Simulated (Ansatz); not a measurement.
Reaction (SMILES): FC(F)CC(F)(F)F [1,1,1,3,3-pentafluoropropane] -> F[CH]F + [CH2]C(F)(F)F (the C-C bond at the site shown breaks; other sites are not compared here)
Structures are relaxed separately at B3LYP-D3(BJ)/def2-TZVP in Ansatz (a quantum-chemistry and plane-wave program), one conformer each, not searched for the lowest.

Property: bond dissociation energy (electronic energy difference), in kcal/mol. Cores are frozen in the correlated levels unless marked. Open shells are spin-unrestricted. No spin-orbit coupling. Non-relativistic. Basis-set limits of correlation are two-point, X^-3; Hartree-Fock from the larger set. The bracket is a focal-point correction in the basis named.

RI-MP2/CBS(cc-pVTZ,cc-pVQZ)+[CCSD(T)-MP2]/cc-pVTZ (Ansatz) gives 101.4 kcal/mol.

Problem. Another calculation gave 94.4 kcal/mol. Which level was it?
A) r2SCANh/def2-TZVPD (Ansatz)
B) B2PLYP/def2-TZVPD (Ansatz)
C) SVWN5/def2-TZVPD (Ansatz)
D) PBE-QIDH/def2-TZVPD (Ansatz)

Solution. B, B2PLYP/def2-TZVPD (Ansatz). The others give 90.4 (r2SCANh), 112.3 (SVWN5), 98.3 (PBE-QIDH) kcal/mol.
